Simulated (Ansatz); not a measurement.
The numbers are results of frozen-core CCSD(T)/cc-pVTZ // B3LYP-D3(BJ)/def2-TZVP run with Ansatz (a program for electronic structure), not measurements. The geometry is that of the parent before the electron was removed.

Ansatz 0.2 input:
```yaml
crystal:
  periodic: [false, false, false]
  atoms:
    - { symbol: O, position_ang: [1.264392, 1.711878, 0.02812] }
    - { symbol: Al, position_ang: [0.682586, 0.11799, -0.050336] }
    - { symbol: O, position_ang: [1.679776, -1.245088, -0.230371] }
    - { symbol: Si, position_ang: [-1.715655, -0.259655, 0.113464] }
    - { symbol: H, position_ang: [2.177542, 1.997066, -0.016821] }
    - { symbol: H, position_ang: [2.63449, -1.264096, -0.301555] }
    - { symbol: H, position_ang: [-2.475636, 1.014781, 0.11089] }
    - { symbol: H, position_ang: [-2.200855, -1.08733, -1.020468] }
    - { symbol: H, position_ang: [-2.04664, -0.985545, 1.36708] }
basis:
  gaussian: { orbitals: cc-pVTZ }
correlation:
  method: ccsd_t
total_charge: 1
magnetization:
  spin_polarized: true
  initial_magnetization: 1
```

Output:

```
Functional definition: HF
1168 factors; integrals over basis functions are off by at most 8.3e-4 eV
mean field evaluation 1: about -18584.0923 eV, gradient 5.4e1 eV
mean field evaluation 2: about -18584.1041 eV, gradient 5.4e1 eV
mean field evaluation 4: about -18594.5835 eV, gradient 3.1e0 eV
mean field evaluation 8: about -18594.7205 eV, gradient 1.6e-1 eV
mean field evaluation 16: about -18594.6840 eV, gradient 8.6e-1 eV
mean field evaluation 32: about -18593.7727 eV, gradient 5.4e-3 eV
mean field evaluation 64: about -18593.7673 eV, gradient 3.8e-6 eV
mean field evaluation 96: about -18592.9384 eV, gradient 4.6e-1 eV
mean field evaluation 128: about -18591.9725 eV, gradient 2.5e-1 eV
mean field evaluation 160: about -18592.6132 eV, gradient 1.3e-1 eV
mean field evaluation 192: about -18592.6204 eV, gradient 4.4e-1 eV
mean field evaluation 224: about -18592.9778 eV, gradient 4.7e-3 eV
mean field evaluation 256: about -18591.9904 eV, gradient 9.9e-1 eV
mean field evaluation 288: about -18590.8964 eV, gradient 7.8e-2 eV
mean field evaluation 320: about -18587.6509 eV, gradient 1.2e-2 eV
mean field evaluation 352: about -18586.3007 eV, gradient 5.7e-3 eV
mean field evaluation 384: about -18593.7673 eV, gradient 3.8e-6 eV
mean field -18594.72102716 eV, -683.3433937934 hartree, gradient 1.9e-6 eV, S^2 0.755496; 9 other end points of the search recorded, 0 dependent functions left out
determinant -18594.72102716 eV, -683.3433937934 hartree, with singles and doubles -18613.69675724 eV, -684.0407390118 hartree
determinant -18593.77273312 eV, -683.3085446302 hartree, with singles and doubles -18612.12980302 eV, -683.9831545062 hartree
determinant -18593.76734871 eV, -683.3083467571 hartree, with singles and doubles -18612.12409984 eV, -683.9829449184 hartree
determinant -18592.97763109 eV, -683.2793251695 hartree, with singles and doubles -18612.05771978 eV, -683.9805054960 hartree
determinant -18592.92912518 eV, -683.2775426105 hartree, with singles and doubles -18612.12306999 eV, -683.9829070719 hartree
determinant -18592.60858616 eV, -683.2657630187 hartree, with singles and doubles -18611.72495105 eV, -683.9682764708 hartree
determinant -18592.60741394 eV, -683.2657199405 hartree, with singles and doubles -18611.71547833 eV, -683.9679283549 hartree
determinant -18591.97029032 eV, -683.2423060791 hartree, with singles and doubles -18611.54118599 eV, -683.9615232296 hartree
12 core orbitals not correlated
reference -18594.72102716 eV, -683.3433937934 hartree; 12, 11 occupied and 174, 175 virtual orbitals, 1168 factors
second order -18.00830049 eV of doubles, -0.00000000 eV of singles
cycle   1  -18.77878457 eV  change    -1.6e0 eV  update   3.0e-2
cycle   2  -18.82350622 eV  change   -4.5e-2 eV  update   7.3e-3
cycle   3  -18.82272583 eV  change    7.8e-4 eV  update   3.9e-3
cycle   4  -18.82461022 eV  change   -1.9e-3 eV  update   1.4e-3
cycle   5  -18.82525262 eV  change   -6.4e-4 eV  update   7.3e-4
cycle   6  -18.82556865 eV  change   -3.2e-4 eV  update   3.2e-4
cycle   7  -18.82565992 eV  change   -9.1e-5 eV  update   1.9e-4
cycle   8  -18.82571999 eV  change   -6.0e-5 eV  update   9.6e-5
cycle   9  -18.82568233 eV  change    3.8e-5 eV  update   5.5e-5
cycle  10  -18.82564077 eV  change    4.2e-5 eV  update   2.3e-5
cycle  11  -18.82564834 eV  change   -7.6e-6 eV  update   1.4e-5
perturbative correction -0.65068755 eV, -0.0239123265 hartree
Total energy: -18614.19736305 eV, -684.0591359359 hartree
```

Cost: about 10 core-minutes (a rough figure).
